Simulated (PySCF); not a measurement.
# Correlation energy of Cl²⁺ (chlorine, charge +2)

[Ne] 3s1 3p3 3d1, high-spin 6D determinant (an excited configuration). All numbers are calculated (PySCF 2.14, scalar relativity by spin-free X2C-1e, in aug-cc-pCVTZ-DK (8s7p5d3f, 75 functions)). Frozen: [Ne]; 5 electrons correlated.

```tsv
level	correlation energy (mhartree)
CCSD	-40.28
(T)	-0.37
CCSD(T)	-40.65
```

Diagnostics: T1 = 0.0027, D1 = 0.0059, largest double amplitude 0.040.

Question: Is a single reference adequate?

Answer: Yes: T1 lies below 0.03 and no double amplitude reaches 0.07.
